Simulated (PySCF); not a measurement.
C3H5BO, SMILES C1B(O)CC=1. Geometry optimised at B3LYP-D3(BJ)/def2-SVP. This is a generated structure with no PubChem entry under its InChIKey; it may be hypothetical. The values are those of a single conformer.

Level of theory: B3LYP-D3(BJ)/def2-SVP (PySCF 2.14.0).

Harmonic wavenumbers (cm⁻¹): 100, 367, 464, 588, 598, 757, 792, 909, 913, 960, 1003, 1050, 1100, 1136, 1158, 1310, 1424, 1492, 1588, 3021, 3064, 3113, 3206, 3841. Rotational constants (GHz): 11.51, 4.590, 3.351; symmetry number 1.

**Question.** Work out the zero-point energy and the ideal-gas rigid-rotor harmonic-oscillator thermochemistry at 298.15 K and 1 atm.

**Answer.** ZPE = ½ Σ hcν = ½ × 33954 cm⁻¹ = 203.09 kJ/mol. H − E(el) = 218.61 kJ/mol. Entropy in J/(mol K): translation 161.35, rotation 104.64, vibration 31.20, total 297.19. G − E(el) = 130.00 kJ/mol. Cp = 81.50 J/(mol K). Modes under 150 cm⁻¹ make the vibrational entropy uncertain.
